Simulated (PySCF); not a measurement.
C2H6F2OSi. Atoms are numbered in the order given.

```xyz
12

O      1.1782    -1.0698     0.7341
Si     0.2314    -0.1057    -0.2347
C      0.1924     1.6953     0.3656
F      1.4792     2.2181     0.3478
C     -1.5717    -0.6980    -0.2907
F     -1.6220    -1.9923    -0.7923
H      0.9530    -1.1687     1.6637
H      0.8360    -0.1795    -1.5845
H     -0.4547     2.3159    -0.2830
H     -0.2118     1.7808     1.3924
H     -2.1847    -0.0404    -0.9360
H     -2.0418    -0.6869     0.7112
```

Coordinates come from a ωB97X-D3(BJ)/def2-SVP optimisation. Other conformers were not sampled.

Level of theory: ωB97X-D3(BJ)/def2-SVP run with PySCF.

Frequencies are harmonic and unscaled.

```json
[
 {"mode": "1", "ν (cm⁻¹)": "53", "IR (km/mol)": "19.1", "Raman (Å⁴/amu)": "0.4", "depolarisation": "0.75", "moving atoms (share of kinetic energy)": "H 46 %, F 22 %, C 17 %, O 13 %"},
 {"mode": "2", "ν (cm⁻¹)": "64", "IR (km/mol)": "8.7", "Raman (Å⁴/amu)": "0.0", "depolarisation": "–", "moving atoms (share of kinetic energy)": "F 61 %, H 12 %, Si 12 %"},
 {"mode": "3", "ν (cm⁻¹)": "105", "IR (km/mol)": "6.6", "Raman (Å⁴/amu)": "0.2", "depolarisation": "0.74", "moving atoms (share of kinetic energy)": "F 49 %, Si 24 %, H 9 %, C 9 %, O 9 %"},
 {"mode": "4", "ν (cm⁻¹)": "142", "IR (km/mol)": "64.2", "Raman (Å⁴/amu)": "2.1", "depolarisation": "0.75", "moving atoms (share of kinetic energy)": "H 76 %, C 20 %"},
 {"mode": "5", "ν (cm⁻¹)": "187", "IR (km/mol)": "29.9", "Raman (Å⁴/amu)": "0.2", "depolarisation": "0.75", "moving atoms (share of kinetic energy)": "O 44 %, F 30 %, H 17 %"},
 {"mode": "6", "ν (cm⁻¹)": "256", "IR (km/mol)": "8.5", "Raman (Å⁴/amu)": "1.0", "depolarisation": "0.75", "moving atoms (share of kinetic energy)": "H 36 %, Si 29 %, O 20 %, C 10 %"},
 {"mode": "7", "ν (cm⁻¹)": "292", "IR (km/mol)": "1.0", "Raman (Å⁴/amu)": "4.3", "depolarisation": "0.34", "moving atoms (share of kinetic energy)": "F 66 %, C 24 %"},
 {"mode": "8", "ν (cm⁻¹)": "336", "IR (km/mol)": "50.6", "Raman (Å⁴/amu)": "0.6", "depolarisation": "0.75", "moving atoms (share of kinetic energy)": "H 27 %, C 22 %, Si 21 %, F 15 %, O 14 %"},
 {"mode": "9", "ν (cm⁻¹)": "655", "IR (km/mol)": "15.7", "Raman (Å⁴/amu)": "5.4", "depolarisation": "0.75", "moving atoms (share of kinetic energy)": "H 62 %, C 35 %"},
 {"mode": "10", "ν (cm⁻¹)": "683", "IR (km/mol)": "0.3", "Raman (Å⁴/amu)": "11.2", "depolarisation": "0.16", "moving atoms (share of kinetic energy)": "H 44 %, C 41 %, O 9 %"},
 {"mode": "11", "ν (cm⁻¹)": "705", "IR (km/mol)": "101.0", "Raman (Å⁴/amu)": "1.1", "depolarisation": "0.63", "moving atoms (share of kinetic energy)": "Si 43 %, H 28 %, C 24 %"},
 {"mode": "12", "ν (cm⁻¹)": "708", "IR (km/mol)": "72.7", "Raman (Å⁴/amu)": "2.4", "depolarisation": "0.09", "moving atoms (share of kinetic energy)": "H 66 %, C 16 %, O 10 %, Si 9 %"},
 {"mode": "13", "ν (cm⁻¹)": "823", "IR (km/mol)": "141.9", "Raman (Å⁴/amu)": "0.1", "depolarisation": "0.64", "moving atoms (share of kinetic energy)": "H 46 %, Si 18 %, C 18 %, O 17 %"},
 {"mode": "14", "ν (cm⁻¹)": "832", "IR (km/mol)": "78.0", "Raman (Å⁴/amu)": "8.8", "depolarisation": "0.75", "moving atoms (share of kinetic energy)": "H 81 %, C 14 %"},
 {"mode": "15", "ν (cm⁻¹)": "892", "IR (km/mol)": "38.4", "Raman (Å⁴/amu)": "9.0", "depolarisation": "0.74", "moving atoms (share of kinetic energy)": "H 77 %, O 18 %"},
 {"mode": "16", "ν (cm⁻¹)": "949", "IR (km/mol)": "140.5", "Raman (Å⁴/amu)": "1.5", "depolarisation": "0.27", "moving atoms (share of kinetic energy)": "Si 40 %, H 26 %, O 24 %, C 8 %"},
 {"mode": "17", "ν (cm⁻¹)": "1094", "IR (km/mol)": "78.2", "Raman (Å⁴/amu)": "6.0", "depolarisation": "0.75", "moving atoms (share of kinetic energy)": "C 49 %, F 41 %, H 10 %"},
 {"mode": "18", "ν (cm⁻¹)": "1104", "IR (km/mol)": "58.1", "Raman (Å⁴/amu)": "2.4", "depolarisation": "0.71", "moving atoms (share of kinetic energy)": "C 49 %, F 40 %, H 10 %"},
 {"mode": "19", "ν (cm⁻¹)": "1247", "IR (km/mol)": "0.0", "Raman (Å⁴/amu)": "16.4", "depolarisation": "0.75", "moving atoms (share of kinetic energy)": "H 91 %"},
 {"mode": "20", "ν (cm⁻¹)": "1259", "IR (km/mol)": "7.1", "Raman (Å⁴/amu)": "2.2", "depolarisation": "0.74", "moving atoms (share of kinetic energy)": "H 91 %"},
 {"mode": "21", "ν (cm⁻¹)": "1332", "IR (km/mol)": "0.1", "Raman (Å⁴/amu)": "0.7", "depolarisation": "0.74", "moving atoms (share of kinetic energy)": "H 69 %, C 28 %"},
 {"mode": "22", "ν (cm⁻¹)": "1334", "IR (km/mol)": "5.9", "Raman (Å⁴/amu)": "2.0", "depolarisation": "0.15", "moving atoms (share of kinetic energy)": "H 72 %, C 27 %"},
 {"mode": "23", "ν (cm⁻¹)": "1460", "IR (km/mol)": "5.5", "Raman (Å⁴/amu)": "0.3", "depolarisation": "0.75", "moving atoms (share of kinetic energy)": "H 93 %"},
 {"mode": "24", "ν (cm⁻¹)": "1467", "IR (km/mol)": "3.2", "Raman (Å⁴/amu)": "21.9", "depolarisation": "0.74", "moving atoms (share of kinetic energy)": "H 93 %"},
 {"mode": "25", "ν (cm⁻¹)": "2317", "IR (km/mol)": "105.7", "Raman (Å⁴/amu)": "123.2", "depolarisation": "0.20", "moving atoms (share of kinetic energy)": "H 97 %"},
 {"mode": "26", "ν (cm⁻¹)": "3042", "IR (km/mol)": "1.0", "Raman (Å⁴/amu)": "7.1", "depolarisation": "0.74", "moving atoms (share of kinetic energy)": "H 95 %"},
 {"mode": "27", "ν (cm⁻¹)": "3047", "IR (km/mol)": "37.4", "Raman (Å⁴/amu)": "214.6", "depolarisation": "0.08", "moving atoms (share of kinetic energy)": "H 95 %"},
 {"mode": "28", "ν (cm⁻¹)": "3100", "IR (km/mol)": "0.2", "Raman (Å⁴/amu)": "11.1", "depolarisation": "0.75", "moving atoms (share of kinetic energy)": "H 90 %, C 10 %"},
 {"mode": "29", "ν (cm⁻¹)": "3104", "IR (km/mol)": "44.6", "Raman (Å⁴/amu)": "136.8", "depolarisation": "0.75", "moving atoms (share of kinetic energy)": "H 90 %, C 10 %"},
 {"mode": "30", "ν (cm⁻¹)": "3948", "IR (km/mol)": "101.0", "Raman (Å⁴/amu)": "74.7", "depolarisation": "0.28", "moving atoms (share of kinetic energy)": "H 94 %"}
]
```
